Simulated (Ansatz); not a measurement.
A set of 12 reactions (ligand exchange), with CCSD(T)/CBS values in kJ/mol:

| reaction | ΔE |
| --- | --- |
| `[SiH3][SiH2][SiH2][GeH3]` + H₂Te → `[GeH3][TeH]` + `[SiH3][SiH2][SiH3]` | -39.8 |
| `C[Si](F)(S)S` + H–F → `F[Si](F)(S)S` + CH₄ | -137.3 |
| `[F][W]([F])(=[S])([Cl])[Cl]` + H–F → `[F][W]([F])([F])(=[S])[Cl]` + HCl | -10.2 |
| `N[SiH](O)[Si](N)(O)O` + H–F → `N[SiH](O)F` + `N[SiH](O)O` | -175.3 |
| `C[O][SnH]([F])[O][SiH3]` + HCl → `C[O][SnH]([F])[Cl]` + `O[SiH3]` | -42.8 |
| `O[SiH](F)F` + `N[Si](O)(F)F` → `O[SiH](F)N[Si](O)(F)F` + H–F | 76.6 |
| `C[CH2][Zn][Cl]` + H–F → `C[CH2][Zn][F]` + HCl | 61.2 |
| `F[CH2][SnH2][SH]` + HCl → `[SH][SnH2][Cl]` + `CF` | -128.0 |
| `C[Si](F)(S)S` + H₂S → `F[Si](S)(S)S` + CH₄ | -56.8 |
| `CO[SiH2]B(O)F` + `S[SiH2]Cl` → `CO[SiH2]S[SiH2]Cl` + `OBF` | -96.3 |
| `CO[SiH2][SeH]` + HCl → `Cl[SiH2][SeH]` + CH₃OH | 1.2 |
| `[NH2][Nb]([F])(=[S])[Cl]` + HCl → `[NH2][Nb](=[S])([Cl])[Cl]` + H–F | -7.0 |

Gas-phase electronic energies from Ansatz, PBE0-D4/def2-TZVP geometries. CBS: MP2 limit from def2 TZ/QZ plus the TZ coupled-cluster correction, frozen cores. This one scheme is used for every species. Functionals use def2-TZVPP. B3LYP here is the variant with VWN-RPA as its local correlation; programs differ in this. Elements past krypton have def2 core potentials. For Ge, Nb, Se, Sn, Te, W, Zn outer-core shells are correlated without core-valence functions, which leaves a few kJ/mol of doubt a bond. Scalar relativity is left out up to krypton. Each species was taken in one conformer, which may not be the lowest.

(1) Give the mean, mean absolute and largest difference (level minus CCSD(T)/CBS, kJ/mol) for: PBE-D4, r2SCAN-D4, PBE0-D4, B3LYP-D4, ωB97M-V, PBE, r2SCAN, B3LYP, CCSD/def2-TZVPP, CCSD(T)/def2-TZVPP, HF/def2-QZVPP, MP2/def2-QZVPP, SCS-MP2/def2-QZVPP, MP2/CBS(def2). (Best estimate.)

The largest T1 diagnostic in the set is 0.023, for `[NH2][Nb]([F])(=[S])[Cl]` (customary mark 0.02).

CCSD(T)/CBS is a level of theory with its own doubt, and the functionals carry their triple-zeta basis error, so these figures describe this set and don't rank the functionals.

Answers

(1) The calculation gave: 
```tsv
level	mean	mean absolute	largest
PBE-D4	2.2	9.1	27.1
r2SCAN-D4	-1.9	6.0	14.8
PBE0-D4	0.8	5.6	17.2
B3LYP-D4	-1.2	4.7	12.5
ωB97M-V	-1.3	4.5	15.2
PBE	1.5	9.6	19.5
r2SCAN	-2.2	7.1	15.8
B3LYP	-2.2	10.7	19.2
CCSD/def2-TZVPP	0.6	5.0	-10.9
CCSD(T)/def2-TZVPP	1.3	3.5	-6.1
HF/def2-QZVPP	-7.7	17.0	-44.7
MP2/def2-QZVPP	-2.4	5.7	18.4
SCS-MP2/def2-QZVPP	-2.8	4.9	-12.2
MP2/CBS(def2)	-2.7	7.1	21.2
```
